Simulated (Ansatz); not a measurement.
Be9O9H26⁻. The state is a doublet with charge -1. Geometry r2SCAN-D4/def2-SVP, loosely relaxed, that of the neutral singlet; atoms count from 1.

| atom | x (Å) | y (Å) | z (Å) |
| --- | --- | --- | --- |
| Be1 | -2.174 | 0.655 | -1.317 |
| Be2 | -1.375 | 2.065 | 1.104 |
| Be3 | -1.443 | -0.668 | 0.930 |
| Be4 | 0.150 | 2.337 | -1.928 |
| Be5 | -0.853 | -1.660 | -1.720 |
| Be6 | 0.428 | 0.196 | -0.180 |
| Be7 | 1.158 | -1.886 | 1.705 |
| Be8 | 1.676 | -2.559 | -0.462 |
| Be9 | -0.186 | -3.452 | 0.629 |
| O10 | -2.497 | 1.568 | 0.069 |
| O11 | -1.246 | 1.643 | -2.277 |
| O12 | -0.637 | 3.203 | -0.272 |
| O13 | -0.959 | -0.514 | -0.655 |
| O14 | -0.314 | 0.730 | 1.266 |
| O15 | -0.509 | -2.039 | 1.525 |
| O16 | 1.091 | 1.290 | -1.093 |
| O17 | 0.076 | -2.894 | -0.972 |
| O18 | 1.556 | -1.002 | 0.268 |
| H19 | -3.244 | -0.001 | -1.886 |
| H20 | -1.481 | 2.849 | 2.226 |
| H21 | -2.661 | -0.734 | 1.549 |
| H22 | -0.532 | -0.713 | 4.252 |
| H23 | 0.771 | 3.334 | -2.644 |
| H24 | -1.056 | -1.895 | -3.034 |
| H25 | 2.327 | -0.939 | -3.178 |
| H26 | 1.252 | 1.695 | 3.702 |
| H27 | 1.794 | -1.594 | 2.866 |
| H28 | 3.846 | 2.177 | -2.018 |
| H29 | 2.790 | -2.934 | -1.125 |
| H30 | -0.688 | -4.672 | 0.907 |
| H31 | 1.409 | -3.255 | 0.951 |
| H32 | -3.344 | 1.296 | 0.451 |
| H33 | -1.280 | -0.588 | 4.194 |
| H34 | -1.538 | 1.650 | -3.197 |
| H35 | 1.703 | -0.510 | -3.216 |
| H36 | -1.491 | 3.512 | -0.637 |
| H37 | -0.158 | 3.988 | 0.041 |
| H38 | 0.637 | 2.114 | 3.540 |
| H39 | 0.155 | 0.796 | 2.117 |
| H40 | -0.981 | -2.267 | 2.347 |
| H41 | 3.248 | 2.539 | -2.320 |
| H42 | 2.035 | 1.422 | -1.245 |
| H43 | 0.089 | -3.634 | -1.608 |
| H44 | 2.459 | -0.649 | 0.344 |

Single mean-field runs in def2-TZVP are fitted with def2-universal-jkfit. The highest occupied level of the charge -1 doublet lies above zero (up to 1.18 eV). Energy differences put its binding near zero (0.03 eV; vertical, against the charge 0 singlet, at PBE0-D4/def2-TZVP), which leaves it undecided. The geometry of the charge -1 doublet is only loosely relaxed. In the doublet geometry the species has come apart into loosely held pieces.

Q: Estimate the Mulliken populations of the heavy atoms from the PBE0/def2-TZVP orbitals of Ansatz.

A: 
```tsv
atom	charge (e)	spin (α − β)
Be1	0.19	-0.08
Be2	0.04	0.08
Be3	0.26	-0.23
Be4	0.09	-0.08
Be5	0.20	-0.11
Be6	-0.77	1.16
Be7	-0.13	0.07
Be8	0.01	-0.03
Be9	0.05	-0.03
O10	-0.44	0.00
O11	-0.41	0.00
O12	-0.43	-0.04
O13	-0.22	-0.01
O14	-0.36	0.00
O15	-0.28	0.00
O16	-0.27	0.03
O17	-0.32	-0.01
O18	-0.21	-0.06
```
Mulliken values depend strongly on the basis.

Q: Where does the spin sit?

A: Summed by element: Be 0.74, O -0.10, H 0.36, of 1 unpaired in all. Largest on single atoms: Be6 1.16, Be3 -0.23, H44 0.20.

Q: And the Mayer bond orders between heavy atoms (over 0.3)?

A: Be1–O10 0.64 (1.69 Å); Be1–O11 0.70 (1.66 Å); Be1–O13 0.45 (1.81 Å); Be2–O10 0.81 (1.60 Å); Be2–O12 0.31 (1.93 Å); Be2–O14 0.63 (1.71 Å); Be3–O13 0.72 (1.66 Å); Be3–O14 0.46 (1.83 Å); Be3–O15 0.53 (1.76 Å); Be4–O11 0.88 (1.60 Å); Be4–O16 0.83 (1.64 Å); Be5–O13 1.01 (1.57 Å); Be5–O17 0.58 (1.72 Å); Be6–O13 0.41 (1.63 Å); Be6–O14 0.42 (1.71 Å); Be6–O16 0.95 (1.57 Å); Be6–O18 0.33 (1.70 Å); Be7–O15 0.60 (1.68 Å); Be7–O18 0.59 (1.73 Å); Be8–O17 0.54 (1.71 Å); Be8–O18 0.62 (1.72 Å); Be9–O15 0.62 (1.70 Å); Be9–O17 0.58 (1.72 Å).
